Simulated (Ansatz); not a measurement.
`C[Si](C)(C)[Si](C)(C)[Si](C)(C)[Si](C)(C)C` with charge +1. Charge 1, multiplicity 2. Geometry PBE-D4/def2-SVP, that of the neutral singlet.

```xyz
44

C    -1.876    2.680   -3.038
Si   -1.937    1.809   -1.348
C    -2.041    3.123    0.024
C    -3.484    0.706   -1.280
Si    0.003    0.496   -1.082
C    -0.093   -0.993   -2.277
C     1.534    1.553   -1.524
Si    0.209   -0.245    1.146
C    -1.475   -0.866    1.804
C     0.802    1.215    2.228
Si    1.777   -1.998    1.300
C     3.378   -1.536    0.381
C     2.183   -2.316    3.132
C     1.055   -3.587    0.545
H    -1.814    1.944   -3.866
H    -2.786    3.297   -3.199
H    -0.993    3.349   -3.112
H    -2.918    3.787   -0.127
H    -1.132    3.760    0.040
H    -2.141    2.650    1.022
H    -3.458   -0.065   -2.078
H    -3.564    0.182   -0.306
H    -4.407    1.308   -1.421
H    -0.932   -1.667   -2.009
H    -0.248   -0.655   -3.323
H     0.844   -1.587   -2.248
H     1.477    1.910   -2.573
H     2.471    0.970   -1.409
H     1.603    2.442   -0.864
H    -1.884   -1.670    1.159
H    -2.219   -0.042    1.834
H    -1.376   -1.270    2.833
H     0.090    2.066    2.181
H     1.792    1.581    1.889
H     0.898    0.906    3.290
H     3.805   -0.589    0.769
H     3.190   -1.404   -0.704
H     4.147   -2.329    0.499
H     2.912   -3.147    3.237
H     2.623   -1.415    3.606
H     1.271   -2.589    3.701
H     0.810   -3.449   -0.528
H     1.777   -4.427    0.626
H     0.124   -3.888    1.068
```

Single mean-field runs in def2-TZVP are fitted with def2-universal-jkfit.

(1) Estimate the α-spin orbital energies around the gap (eV) in Ansatz with PBE-D4/def2-TZVP, PBE0-D4/def2-TZVP.

Answers

(1) 
```csv
orbital,PBE-D4/def2-TZVP,PBE0-D4/def2-TZVP
HOMO−5,-10.82,-12.12
HOMO−4,-10.60,-11.89
HOMO−3,-10.58,-11.87
HOMO−2,-10.38,-11.62
HOMO−1,-10.31,-11.57
HOMO,-9.77,-10.95
LUMO,-4.74,-4.03
LUMO+1,-4.39,-3.62
LUMO+2,-3.70,-2.89
LUMO+3,-3.45,-2.68
LUMO+4,-3.15,-2.32
LUMO+5,-2.98,-2.15
β HOMO,-10.13,-11.10
β LUMO,-9.24,-8.83
```
